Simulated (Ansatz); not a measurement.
A structure relaxed at PBE0-D4/def2-TZVP, charge 0, multiplicity 1:

```tsv
atom	x (Å)	y (Å)	z (Å)
C1	1.6858	-0.4238	0.1601
Si2	-0.1385	-0.1782	0.3954
C3	-0.8685	1.1229	-0.7110
S4	-1.0415	-2.0847	0.0657
Cl5	-0.4702	0.4399	2.3439
H6	2.0660	-1.1850	0.8439
H7	2.2186	0.5093	0.3571
H8	1.9008	-0.7373	-0.8645
H9	-1.9402	1.2303	-0.5314
H10	-0.3944	2.0894	-0.5229
H11	-0.7195	0.8537	-1.7593
H12	-2.2984	-1.6364	0.2230
```

(1) Give its formula and SMILES.

(2) Summarise the bond lengths by kind.

## Answers

(1) C2H7ClSSi, `C[Si](C)(S)Cl`.

(2) 2 × C–Si 1.856 to 1.857 Å; 6 × C–H 1.092 to 1.093 Å; 1 × S–Si 2.135 Å; 1 × Cl–Si 2.071 Å; 1 × H–S 1.344 Å.

All numbers were calculated with Ansatz.
